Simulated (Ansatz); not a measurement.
Basis-set extrapolation for FH$_{6}$NO$_{2}$Si$_{2}$ (`O[SiH2]N[SiH](O)F`) (PBE0-D4/def2-TZVP geometry, frozen core, the Gaussian-basis code of Ansatz). Multiplicity 1, RHF reference.

```json
{"": "HF", "def2-TZVPP": "-885.391907", "def2-QZVPP": "-885.426327"}
{"": "MP2 correlation", "def2-TZVPP": "-1.178388", "def2-QZVPP": "-1.277256"}
{"": "CCSD(T) correlation", "def2-TZVPP": "-1.251183", "def2-QZVPP": "not run"}
```

Energies in hartree. Use E(X) = E(∞) + A·exp(−7.88·√X) for Hartree–Fock and E(X) = E(∞) + B·X^(−2.97) for correlation, with X = 3 and 4, and add CCSD(T) minus MP2 of the smaller set to the MP2 limit.

What is the CCSD(T) energy at the basis-set limit?

HF limit: -885.426327 + (-0.034420) × 0.13774 = -885.43107. MP2 limit: -1.277256 + (-0.098868) × 0.74074 = -1.35049. Higher-order term: -1.251183 − (-1.178388) = -0.07279. Total: -886.85435 hartree, 554.7 kJ/mol below CCSD(T)/def2-TZVPP.
